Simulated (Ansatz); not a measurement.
A structure relaxed at PBE0-D4/def2-SVP in Ansatz, charge 1, singlet:

```xyz
7

Au   -1.551    1.008   -3.060
Au   -0.359   -0.420   -0.095
Au    3.024   -0.531    0.996
Au   -0.840    3.089   -0.413
Au    0.578   -2.147    2.800
Se    1.296   -2.113    0.516
Se   -2.148    1.114   -0.744
```

(1) Give its formula and point group.

(2) Summarise the bond lengths by kind (pairs closer than 1.2 times the sum of covalent radii, bridged metal pairs left out).

## Answers

(1) Au5Se2⁺. Point group C2 (tolerance 0.1 Å).

(2) 6 × Au–Se 2.39 to 2.44 Å.

In the def2 sets Au takes a core potential; there is no spin–orbit coupling. Another isomer (singlet) lies 0.02 eV lower at PBE0-D4/def2-TZVP; other spin states weren't run for this one.
